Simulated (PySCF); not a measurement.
C5H3F5.
Z-matrix (Å and degrees, PBE0-D3(BJ)/def2-SVP geometry), rows numbered from 1:
```
C 
C   1  1.3322
F   2  1.3311  1  121.77
C   2  1.4628  1  125.07  3  -179.95
F   4  1.3240  2  113.46  1    -0.13
C   4  1.3367  2  124.38  1   179.66
C   6  1.4930  4  124.64  2  -178.69
F   7  1.3360  6  109.89  4  -158.39
F   7  1.3330  6  112.73  4   -38.17
F   7  1.3379  6  111.74  4    82.70
H   1  1.0887  2  119.69  3   179.93
H   1  1.0903  2  120.36  3     0.06
H   6  1.0893  4  118.46  2    -0.95
```

Level of theory: PySCF 2.14.0, PBE0-D3(BJ)/def2-SVP geometry optimisation, gas phase.

Masses are those of the commonest isotopes; rigid-rotor values at the optimised geometry. The values belong to one conformer with, in the numbering `[CH2:1]=[C:2]([F:3])/[C:4]([F:5])=[CH:6]/[C:7]([F:8])([F:9])[F:10]`, C1–C2–C4–F5 0°.

Question: Give the principal moments of inertia and the rotational constants in MHz.

Answer: Ia = 190.75, Ib = 676.09, Ic = 779.01 u·Å²; 505379 MHz·u·Å²/I gives A = 2649, B = 747.5, C = 648.7 MHz.

Question: Classify the top.

Answer: A near-prolate asymmetric top. Ray's parameter κ = (2B − A − C)/(A − C) = -0.901; −1 is the prolate and +1 the oblate limit.

Question: Is it planar, by Δ = Ic − Ia − Ib?

Answer: Not planar: Δ = Ic − Ia − Ib = -87.83 u·Å². For a rigid frame Δ = −2 Σ m c², so Σ m c² = 43.91 u·Å² lies off the ab plane: 0.00 from hydrogen and 43.91 from heavier atoms. The atom farthest from that plane is 1.24 Å away.

Question: Give the coordinates in the principal-axis frame, origin at the centre of mass.

Answer: The sense of each axis is arbitrary; atoms in the order of the calculation.
| atom | mass (u) | a (Å) | b (Å) | c (Å) |
| --- | --- | --- | --- | --- |
| C1 | 12.000 | 3.290 | -0.636 | 0.014 |
| C2 | 12.000 | 2.237 | 0.180 | 0.000 |
| F3 | 18.998 | 2.377 | 1.504 | -0.004 |
| C4 | 12.000 | 0.839 | -0.250 | -0.011 |
| F5 | 18.998 | 0.693 | -1.566 | -0.009 |
| C6 | 12.000 | -0.207 | 0.582 | -0.018 |
| C7 | 12.000 | -1.636 | 0.149 | -0.002 |
| F8 | 18.998 | -2.412 | 1.127 | -0.476 |
| F9 | 18.998 | -1.853 | -0.939 | -0.742 |
| F10 | 18.998 | -2.056 | -0.125 | 1.238 |
| H11 | 1.008 | 3.136 | -1.714 | 0.018 |
| H12 | 1.008 | 4.302 | -0.231 | 0.024 |
| H13 | 1.008 | -0.017 | 1.654 | 0.000 |

Question: List the rotational levels J(Ka,Kc) to J = 4 (MHz).

Answer: Above 0(0,0):
J = 1: 1(0,1) 1396, 1(1,1) 3298, 1(1,0) 3397
J = 2: 2(0,2) 4185, 2(1,2) 5992, 2(1,1) 6288, 2(2,1) 11994, 2(2,0) 11998
J = 3: 3(0,3) 8359, 3(1,3) 10030, 3(1,2) 10623, 3(2,2) 16183, 3(2,1) 16202, 3(3,1) 25942, 3(3,0) 25942
J = 4: 4(0,4) 13907, 4(1,4) 15411, 4(1,3) 16398, 4(2,3) 21765, 4(2,2) 21821, 4(3,2) 31534, 4(3,1) 31535, 4(4,1) 45187, 4(4,0) 45187
Those of J = 1 are B + C, A + C and A + B.

Question: Which types of transition are allowed, and where do some lines up to J = 5 fall?

Answer: The dipole components are |μa| = 2.62 D, |μb| = 0.09 D, |μc| = 0.01 D. The squared components, which scale the intensities, stand as 1.00 : 0.00 : 0.00 (a : b : c). Some lines, for components of 0.1 D or more:

| type | branch | J(Ka,Kc) | MHz | lower level (cm⁻¹) |
| --- | --- | --- | --- | --- |
| a | Q | 3(1,2) ← 3(1,3) | 592 | 0.335 |
| a | Q | 4(1,3) ← 4(1,4) | 987 | 0.514 |
| a | R | 1(0,1) ← 0(0,0) | 1396 | 0.000 |
| a | Q | 5(1,4) ← 5(1,5) | 1479 | 0.738 |
| a | R | 2(0,2) ← 1(0,1) | 2789 | 0.047 |
| a | R | 2(1,1) ← 1(1,0) | 2891 | 0.113 |
| a | R | 3(1,3) ← 2(1,2) | 4038 | 0.200 |
| a | R | 3(0,3) ← 2(0,2) | 4174 | 0.140 |
| a | R | 3(2,2) ← 2(2,1) | 4189 | 0.400 |
| a | R | 3(2,1) ← 2(2,0) | 4204 | 0.400 |
| a | R | 3(1,2) ← 2(1,1) | 4335 | 0.210 |
| a | R | 4(1,4) ← 3(1,3) | 5380 | 0.335 |
| a | R | 4(0,4) ← 3(0,3) | 5548 | 0.279 |
| a | R | 4(2,3) ← 3(2,2) | 5582 | 0.540 |
| a | R | 4(3,2) ← 3(3,1) | 5592 | 0.865 |
| a | R | 4(3,1) ← 3(3,0) | 5593 | 0.865 |
| a | R | 4(2,2) ← 3(2,1) | 5619 | 0.540 |
| a | R | 4(1,3) ← 3(1,2) | 5775 | 0.354 |
| a | R | 5(1,5) ← 4(1,4) | 6719 | 0.514 |
| a | R | 5(0,5) ← 4(0,4) | 6908 | 0.464 |
| a | R | 5(2,4) ← 4(2,3) | 6973 | 0.726 |
| a | R | 5(4,2) ← 4(4,1) | 6990 | 1.507 |
| a | R | 5(3,3) ← 4(3,2) | 6993 | 1.052 |
| a | R | 5(3,2) ← 4(3,1) | 6995 | 1.052 |
| a | R | 5(2,3) ← 4(2,2) | 7046 | 0.728 |
| a | R | 5(1,4) ← 4(1,3) | 7211 | 0.547 |

Stationary, but not proved a minimum. Zero-point vibration and centrifugal distortion are left out.
